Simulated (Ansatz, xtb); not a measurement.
C3H9BrSi: which of two isomers lies lower

Structure I is `CC(C)[SiH2]Br`, a singlet and structure II is `C[C@H]([SiH3])CBr`, a singlet. Both are isolated molecules in the gas phase, relaxed with r2SCAN-D4/def2-SVP; the shapes shown needn't be the lowest conformers.

I (Å):

```xyz
14

C     1.1567   -0.5950    1.8765
C     0.2946   -1.2707    0.8044
C     1.1438   -2.0605   -0.1977
Br   -0.1645   -4.0065    2.7406
Si   -1.0741   -2.3275    1.5597
H     0.5570    0.0163    2.5700
H     1.6995   -1.3453    2.4753
H     1.9086    0.0655    1.4122
H    -0.2635   -0.4849    0.2527
H     1.6858   -2.8788    0.3049
H     0.5348   -2.5063   -1.0006
H     1.8957   -1.4067   -0.6713
H    -1.9314   -2.9407    0.5041
H    -1.9192   -1.5323    2.4971
```

II (Å):

```yaml
atoms:
  - { symbol: C, position_ang: [0.2178, 0.2531, 1.2703] }
  - { symbol: C, position_ang: [-0.1226, 1.0362, -0.0011] }
  - { symbol: C, position_ang: [-0.7806, 2.3733, 0.2710] }
  - { symbol: Br, position_ang: [-2.5326, 2.2085, 1.1844] }
  - { symbol: Si, position_ang: [1.4348, 1.3138, -1.0675] }
  - { symbol: H, position_ang: [0.6824, -0.7168, 1.0347] }
  - { symbol: H, position_ang: [0.9184, 0.8155, 1.9109] }
  - { symbol: H, position_ang: [-0.6916, 0.0589, 1.8615] }
  - { symbol: H, position_ang: [-0.8062, 0.4341, -0.6306] }
  - { symbol: H, position_ang: [2.0473, -0.0078, -1.3962] }
  - { symbol: H, position_ang: [2.4285, 2.1376, -0.3121] }
  - { symbol: H, position_ang: [1.0826, 2.0246, -2.3342] }
  - { symbol: H, position_ang: [-1.0079, 2.9310, -0.6477] }
  - { symbol: H, position_ang: [-0.1775, 3.0069, 0.9384] }
```

Quicker runs give these differences E(II) − E(I): GFN2-xTB +31.8 kcal/mol; HF/STO-3G +34.6 kcal/mol (at GFN2-xTB geometries); r2SCAN-D4/def2-SVP//GFN2-xTB +34.5 kcal/mol.

**Question.** Estimate E(II) − E(I) at the level CCSD(T)/def2-SVP + ΔMP2/def2-TZVPP.

**Answer.** Calculated at CCSD(T)/def2-SVP + ΔMP2/def2-TZVPP: E(II) − E(I) = +34.2 kcal/mol, so structure I lies lower.

The same difference at several levels:

| level | geometry | E(II) − E(I) (kcal/mol) | departure from the last row (kcal/mol) | job, with rough time for the two |
| --- | --- | --- | --- | --- |
| GFN2-xTB | GFN2-xTB | +31.8 | −2.3 | optimisation, 0.17 s |
| HF/STO-3G | GFN2-xTB | +34.6 | +0.4 | single point, 0.4 s |
| r2SCAN-D4/def2-SVP//GFN2-xTB | GFN2-xTB | +34.5 | +0.3 | single point, 3.7 s |
| r2SCAN-D4/def2-SVP | r2SCAN-D4/def2-SVP | +34.8 | +0.6 | optimisation, 28 s |
| HF/def2-SVP | r2SCAN-D4/def2-SVP | +37.3 | +3.1 | part of the CCSD(T) run |
| MP2/def2-SVP | r2SCAN-D4/def2-SVP | +36.0 | +1.9 | part of the CCSD(T) run |
| CCSD(T)/def2-SVP | r2SCAN-D4/def2-SVP | +34.7 | +0.5 | single point |
| CCSD(T)/def2-SVP + ΔMP2/def2-TZVPP | r2SCAN-D4/def2-SVP | +34.2 |  | single point, 56 s |

As drawn, II has 1 C–Br, 1 Si–H in place of 1 Br–Si, 1 C–H.

None of the levels shown reverses the order. The largest departure from CCSD(T)/def2-SVP + ΔMP2/def2-TZVPP is that of HF/def2-SVP, 3.1 kcal/mol. The last row adds to CCSD(T) the change of the MP2 difference between the two basis sets, here −0.5 kcal/mol.

With thermal terms from frequencies at re-optimised GFN2-xTB minima (ideal gas, soft modes damped towards free rotors, one conformer each, 298.15 K, 1 atm): the zero-point term adds −2.5 kcal/mol; ΔH is +31.8 and ΔG +31.6 kcal/mol.

The correlated steps freeze 17 core orbitals; the filled d shell of Br is correlated, in a basis made for valence electrons. Mirror images aren't counted in ΔG. Codes used: Ansatz 0.2.0, xtb 6.7.1; the last row on 4 threads of Arm Neoverse V1 on a shared host.
